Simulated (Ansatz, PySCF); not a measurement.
Breaking a bond: Au(Me)(CNMe), C3H6AuN, SMILES C[N+]#[C-]->[Au][CH3]. The C3–Au7 bond (C3 also carries N; Au7 carries C) is varied alone, starting from the PBE0/def2-SVP, def2 effective core potentials past Kr optimised geometry.

Levels: UKS-PBE0 = unrestricted PBE0/def2-SVP, def2 effective core potentials past Kr (Ansatz, an electronic-structure program); RKS-PBE0 = restricted PBE0/def2-SVP, def2 effective core potentials past Kr run with Ansatz; UKS-B3LYP = unrestricted B3LYP/def2-SVP, def2 effective core potentials past Kr (Ansatz); RKS-B3LYP = restricted B3LYP/def2-SVP, def2 effective core potentials past Kr (Ansatz); UKS-PBE = Ansatz with unrestricted PBE/def2-SVP, def2 effective core potentials past Kr; RKS-PBE = restricted PBE/def2-SVP, def2 effective core potentials past Kr in Ansatz; UKS-B3LYP/LANL2DZ = unrestricted B3LYP/LANL2DZ, with its core potentials past Ne in PySCF 2.14.0; RKS-B3LYP/LANL2DZ = PySCF with restricted B3LYP/LANL2DZ, with its core potentials past Ne.

Scanned distances (Å): 1.65, 1.76, 1.89, 1.92, 1.99, 2.07, 2.12, 2.24, 2.43, 2.63, 2.89, 3.23, 3.69, 4.20, 4.90, 5.75.

Task: Where does the unrestricted solution first break spin symmetry (<S²> of 0.01 or more)?

Result: UKS-PBE0: at none of the points with a result; UKS-B3LYP: at none of the points with a result; UKS-PBE: at none of the points with a result; UKS-B3LYP/LANL2DZ: at none of the points with a result.

```
R / Å  <S²> UKS-PBE0  E(RKS-PBE0) − E(UKS-PBE0) / mEh  <S²> UKS-B3LYP  E(RKS-B3LYP) − E(UKS-B3LYP) / mEh  <S²> UKS-PBE  E(RKS-PBE) − E(UKS-PBE) / mEh  <S²> UKS-B3LYP/LANL2DZ  E(RKS-B3LYP/LANL2DZ) − E(UKS-B3LYP/LANL2DZ) / mEh
-----  -------------  -------------------------------  --------------  ---------------------------------  ------------  -----------------------------  ----------------------  -------------------------------------------------
1.65            0.00                              0.0            0.00                                0.0          0.00                            0.0                    0.00                                                0.0
1.76            0.00                              0.0            0.00                                0.0          0.00                            0.0                    0.00                                                0.0
1.89            0.00                              0.0            0.00                                0.0          0.00                            0.0                    0.00                                                0.0
1.92            0.00                              0.0            0.00                                0.0          0.00                            0.0                    0.00                                                0.0
1.99            0.00                              0.0            0.00                                0.0          0.00                            0.0                    0.00                                                0.0
2.07            0.00                              0.0            0.00                                0.0          0.00                            0.0                    0.00                                                0.0
2.12            0.00                              0.0            0.00                                0.0          0.00                            0.0                    0.00                                                0.0
2.24            0.00                              0.0            0.00                                0.0          0.00                            0.0                    0.00                                                0.0
2.43            0.00                              0.0            0.00                                0.0          0.00                            0.0                    0.00                                                0.0
2.63            0.00                              0.0            0.00                                0.0          0.00                            0.0                    0.00                                                0.0
2.89            0.00                              0.0            0.00                                0.0          0.00                            0.0                    0.00                                                0.0
3.23            0.00                              0.0            0.00                                0.0          0.00                            0.0                    0.00                                                0.0
3.69            0.00                              0.0            0.00                                0.0          0.00                            0.0                    0.00                                                0.0
4.20            0.00                              0.0            0.00                                0.0          0.00                            0.0                    0.00                                                0.0
4.90            0.00                              0.0            0.00                                0.0          0.00                            0.0                    0.00                                                0.0
5.75            0.00                              0.0            0.00                                0.0          0.00                            0.0                    0.00                                                0.0
```
